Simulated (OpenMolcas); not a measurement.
# Nb3+: ligand-field states by method

Nb3+ with its 6 nearest chloride ions at 2.468 Å, on the Zr site of Cs2ZrCl6 (a = 10.407 Å, distance in the model lattice 2.446 Å). The rest of the host is ab initio model potentials to 7.6 Å and point charges beyond; the distance is set by hand and nothing relaxes, and no local charge compensation is placed. Ligand basis ANO-RCC-VDZP.
```
Nb    0.0000    0.0000    0.0000
Cl    2.4680    0.0000    0.0000
Cl    0.0000    2.4680    0.0000
Cl   -2.4680    0.0000    0.0000
Cl    0.0000   -2.4680    0.0000
Cl    0.0000    0.0000    2.4680
Cl    0.0000    0.0000   -2.4680
```

```
Program             : OpenMolcas
Basis               : ANO-RCC-VTZP [7s6p4d2f1g]
Scalar Hamiltonian  : DKH2, point nucleus
Active space        : 2 electrons in 5 orbitals (4d)
State averaging     : 2S+1 = 3 even, 10 roots; 2S+1 = 1 even, 15 roots
Spin-orbit coupling : state interaction with AMFI integrals over the reference wave functions
```

I. CASSCF
II. SS-CASPT2, IPEA 0.25 Eh, imaginary shift 0.1 Eh (closed shells correlated: 4s 4p and the ligand valence shells)

Spin-free states (labels of O, the rotations of Oh) in cm-1, each column counted from its own energy of the first state listed:

```json
{"State": "3T1", "Degeneracy": "3", "I": "0", "II": "0"}
{"State": "1T2", "Degeneracy": "3", "I": "8816", "II": "5930"}
{"State": "1E", "Degeneracy": "2", "I": "8912", "II": "6320"}
{"State": "1A1", "Degeneracy": "1", "I": "19913", "II": "14660"}
{"State": "3T2", "Degeneracy": "3", "I": "20491", "II": "22160"}
{"State": "3T1", "Degeneracy": "3", "I": "28176", "II": "27740"}
{"State": "1T2", "Degeneracy": "3", "I": "29795", "II": "28440"}
{"State": "1T1", "Degeneracy": "3", "I": "32114", "II": "29940"}
{"State": "3A2", "Degeneracy": "1", "I": "42189", "II": "45330"}
{"State": "1E", "Degeneracy": "2", "I": "51776", "II": "51680"}
{"State": "1A1", "Degeneracy": "1", "I": "62678", "II": "59630"}
```

From I to II, I's first state of the same spin (3T2) moves from 20491 to 22160 cm-1, by about +1700 cm-1.

From I to II, I's first state of another spin (1T2) moves from 8816 to 5930 cm-1, by about -2900 cm-1.

I: A least-squares ligand-field fit to the states below 45000 cm-1, each weighted by its degeneracy and with a free common offset, gives 10Dq = 21525 cm-1, B = 605 cm-1 and C = 2322 cm-1 (C/B = 3.84), with an rms deviation of 180 cm-1. The same method and metal basis give the free ion B = 757 cm-1 (fit to its terms below 60000 cm-1, rms deviation 27 cm-1), so the nephelauxetic ratio is β = 605 / 757 = 0.80; it hangs on how both fits weigh the states, and computed free-ion B values tend to be too large, so β mixes covalency with correlation.

II: A least-squares ligand-field fit to the states below 45000 cm-1, each weighted by its degeneracy and with a free common offset, gives 10Dq = 22727 cm-1, B = 457 cm-1 and C = 1485 cm-1 (C/B = 3.25), with an rms deviation of 269 cm-1. The same method and metal basis give the free ion B = 697 cm-1 (fit to its terms below 60000 cm-1, rms deviation 532 cm-1), so the nephelauxetic ratio is β = 457 / 697 = 0.66; it hangs on how both fits weigh the states, and computed free-ion B values tend to be too large, so β mixes covalency with correlation.

From I to II, 10Dq changes by +6 %, B by -24 % and C by -36 %.

χT at 300 K: I 0.50, II 0.49 cm3 K/mol.

Roots that are degenerate in the reference are averaged as groups; the widest CASPT2 spread within a group is 690 cm-1 (the 3-fold group of multiplicity 1 near 29900 cm-1 above the lowest state of its run, II). Shifts and gaps below about the spread of the groups concerned are not significant. Over all roots computed the reference weight is 0.66 to 0.68 in II; a low but even weight reflects the number of correlated electrons. An orbital triplet at a regular site is open to Jahn-Teller coupling, which can distort the site and quench the lowest spin-orbit gaps and is left out. The least metal-like active orbital is 77 % on the metal (Löwdin) and no ligand orbital is active, so the numbers are rough. Ligand-to-metal charge-transfer states are missing. With no ligand orbital active B as a rule stays too high, so bands that hang on it stand too high and its fall with covalency is understated. Without dynamic correlation the repulsion within the d shell is too large (B by tens of per cent), so at a given field states of lower spin stand too high (holds for I). With metal d orbitals alone the field can be off either way by tens of per cent (holds for I). With one d shell and no ligand orbital active, 10Dq can be off by a tenth or more (holds for II). No measured value stands beside these numbers; the geometry was set by hand and not optimised.
